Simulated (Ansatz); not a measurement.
Consider the formal exchange of groups at the Si–O bond: `OCO[SiH3]` + `C[SiH]([SiH3])CF` → `FC[SiH]([SiH3])[SiH3]` + `COCO`.

Calculated with Ansatz (gas phase, PBE0-D4/def2-TZVP geometries, no zero-point term in ΔE). CCSD(T)/CBS is the MP2 limit (def2-TZVPP, def2-QZVPP) plus CCSD(T) − MP2 in def2-TZVPP, frozen cores. This one scheme is used for every species. DFT in def2-TZVPP. B3LYP here is the variant with VWN-RPA as its local correlation; programs differ in this. One conformer a species, not always the lowest.

`OCO[SiH3]`:

Cartesian coordinates in Å:
```
O -1.382 1.004 -1.552
C -0.254 0.428 -1.003
O -0.507 0.037 0.323
Si 0.558 -0.797 1.261
H -1.604 1.785 -1.037
H 0.602 1.121 -1.013
H -0.023 -0.443 -1.626
H -0.113 -1.011 2.563
H 0.907 -2.100 0.632
H 1.816 -0.023 1.452
```

`C[SiH]([SiH3])CF`:

Z-matrix (Å, degrees):
```
C
Si 1 1.873
H 1 1.092 2 111.2
H 1 1.093 2 110.8 3 -120.3
H 1 1.092 2 110.2 3 119.9
Si 2 2.342 1 111.7 3 -57.2
C 2 1.901 1 110.0 3 -178.7
H 2 1.494 1 110.6 3 64.7
H 6 1.488 2 110.9 1 -55.3
H 6 1.489 2 110.5 1 -175.8
H 6 1.490 2 110.2 1 64.5
F 7 1.395 2 110.0 1 63.6
H 7 1.096 2 111.4 1 -55.8
H 7 1.095 2 111.7 1 -176.4
```

`FC[SiH]([SiH3])[SiH3]`:

Cartesian coordinates in Å:
```
F -1.549 1.799 0.469
C -0.388 1.882 -0.292
Si 0.476 0.181 -0.354
Si -0.923 -1.400 -1.364
Si 1.087 -0.494 1.801
H -0.661 2.224 -1.295
H 0.261 2.640 0.158
H 1.704 0.359 -1.185
H -0.190 -2.684 -1.527
H -2.123 -1.639 -0.520
H -1.364 -0.927 -2.705
H -0.123 -0.740 2.627
H 1.878 -1.752 1.726
H 1.916 0.552 2.461
```

`COCO`:

```xyz
10

C    -0.736    1.039    0.420
O    -0.093   -0.137    0.855
C     0.813   -0.644   -0.070
O     0.208   -1.139   -1.229
H    -1.405    1.355    1.221
H    -0.006    1.837    0.228
H    -1.317    0.868   -0.491
H     1.368   -1.424    0.462
H     1.503    0.137   -0.414
H    -0.335   -1.893   -0.982
```

```json
{"level": "PBE-D4", "ΔE (kcal/mol)": "30.7", "difference from CCSD(T)/CBS": "-6.1"}
{"level": "r2SCAN-D4", "ΔE (kcal/mol)": "35.2", "difference from CCSD(T)/CBS": "-1.6"}
{"level": "PBE0-D4", "ΔE (kcal/mol)": "32.6", "difference from CCSD(T)/CBS": "-4.2"}
{"level": "B3LYP-D4", "ΔE (kcal/mol)": "35.5", "difference from CCSD(T)/CBS": "-1.3"}
{"level": "ωB97M-V", "ΔE (kcal/mol)": "37.3", "difference from CCSD(T)/CBS": "0.5"}
{"level": "r2SCAN", "ΔE (kcal/mol)": "35.3", "difference from CCSD(T)/CBS": "-1.5"}
{"level": "PBE0", "ΔE (kcal/mol)": "32.9", "difference from CCSD(T)/CBS": "-3.9"}
{"level": "B3LYP", "ΔE (kcal/mol)": "35.9", "difference from CCSD(T)/CBS": "-0.9"}
{"level": "HF/def2-TZVPP", "ΔE (kcal/mol)": "39.8", "difference from CCSD(T)/CBS": "3.0"}
{"level": "MP2/def2-TZVPP", "ΔE (kcal/mol)": "39.0", "difference from CCSD(T)/CBS": "2.2"}
{"level": "SCS-MP2/def2-TZVPP", "ΔE (kcal/mol)": "38.6", "difference from CCSD(T)/CBS": "1.8"}
{"level": "HF/def2-QZVPP", "ΔE (kcal/mol)": "40.3", "difference from CCSD(T)/CBS": "3.5"}
{"level": "MP2/def2-QZVPP", "ΔE (kcal/mol)": "39.6", "difference from CCSD(T)/CBS": "2.8"}
{"level": "HF/CBS(def2)", "ΔE (kcal/mol)": "40.4", "difference from CCSD(T)/CBS": "3.6"}
{"level": "MP2/CBS(def2)", "ΔE (kcal/mol)": "39.8", "difference from CCSD(T)/CBS": "3.0"}
{"level": "CCSD/CBS(def2)", "ΔE (kcal/mol)": "37.5", "difference from CCSD(T)/CBS": "0.7"}
{"level": "CCSD(T)/CBS", "ΔE (kcal/mol)": "36.8", "difference from CCSD(T)/CBS": "0"}
```

Largest T1 diagnostic among the species: 0.013.

From PBE to PBE0 (25 % exact exchange), in def2-TZVPP and without D4, ΔE moves by +1.9 kcal/mol. In def2-TZVPP, CCSD(T) changes the Hartree–Fock value by −3.8 kcal/mol (the triples alone add −0.7 kcal/mol) and MP2 by −0.8 kcal/mol.
